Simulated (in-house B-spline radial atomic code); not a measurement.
Si²⁺ is squeezed into an impenetrable sphere of radius R (the orbitals vanish at R). Computed with an all-electron radial atomic-structure program (B-spline basis): Dirac-Kohn-Sham LDA VWN5, spherical fractional occupations, Fermi nucleus of rms radius 3.1224 fm.

Energies in eV above the free ion in [Ne] 3s2:

```csv
R (bohr),highest level (eV),[Ne] 3s2,[He] 2s2 2p5 3s2 3d1,[Ne] 3s1 3p1
8.41,-28.7,4.156e-05,116.6,8.037
6.67,-28.7,0.003196,116.7,8.049
4.82,-28.4,0.235,117.6,8.495
4.59,-28.2,0.3873,117.9,8.74
3.61,-26.1,2.954,122.4,12.17
2.97,-21.1,10.45,133.4,20.94
2.73,-17.2,16.75,142.1,27.91
2.3,-3.75,39.67,172.7,52.18
1.88,27.7,97.65,246.2,110.7
1.58,79,199.8,369.8,210.2
```

Task: Does [He] 2s2 2p5 3s2 3d1 fall below [Ne] 3s2 under compression?

Result: No, it stays above over the whole range.

Task: Does [Ne] 3s1 3p1 fall below [Ne] 3s2 under compression?

Result: No, it stays above over the whole range.

The highest level is first positive in the row R = 1.88 bohr, pushed up by confinement above the zero of the free ion's potential. Each configuration is held fixed and needn't be the lowest in the sphere.
